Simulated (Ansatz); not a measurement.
Cd2TeF2, relaxed as a singlet with RKS r2SCAN-D4/def2-SVP in Ansatz, starting from the GFN1-xTB geometry. Force threshold 0.02 eV/Å.

In the def2 sets Cd, Te take a core potential; there is no spin–orbit coupling. The structure comes from a short search, and lower isomers may exist.

Start:

```csv
atom,x (Å),y (Å),z (Å)
Cd1,-1.4510,-0.1699,-0.6288
Cd2,1.5052,-0.1682,0.8446
Te3,0.5519,1.4688,-0.9445
F4,1.5924,0.1470,2.7391
F5,-2.1986,-1.2777,-2.0104
```

```json
{"step": "1", "energy (eV)": "-21856.3369", "largest force component (eV/Å)": "1.039", "SCF passes": "19"}
{"step": "2", "energy (eV)": "-21856.7970", "largest force component (eV/Å)": "0.818", "SCF passes": "27"}
{"step": "3", "energy (eV)": "-21857.1546", "largest force component (eV/Å)": "0.897", "SCF passes": "27"}
{"step": "4", "energy (eV)": "-21857.4450", "largest force component (eV/Å)": "0.583", "SCF passes": "26"}
{"step": "5", "energy (eV)": "-21857.5877", "largest force component (eV/Å)": "0.164", "SCF passes": "26"}
{"step": "6", "energy (eV)": "-21857.5973", "largest force component (eV/Å)": "0.049", "SCF passes": "19"}
{"step": "7", "energy (eV)": "-21857.5980", "largest force component (eV/Å)": "0.005", "SCF passes": "21"}
{"step": "8", "energy (eV)": "-21857.5982", "largest force component (eV/Å)": "0.002", "SCF passes": "21"}
```

Force components are those of the run's own axes.

End:

```xyz
5

Cd   -1.158   -0.170   -1.352
Cd    1.281    0.460    1.160
Te    0.694    1.649   -1.087
F     1.720   -0.420    2.831
F    -2.536   -1.519   -1.552
```

By distances, no bond broke or formed. The bond that changes most is Cd1–F5, from 1.92 to 1.94 Å (atoms count from 1). The end is the same structure that another start reached, the lowest one found.

The force fell under the threshold at step 7, but the optimiser went on. No frequencies were taken in this run, so the end may be a saddle point.

Run time 17 s (4 threads of Arm Neoverse V2 on a shared host).
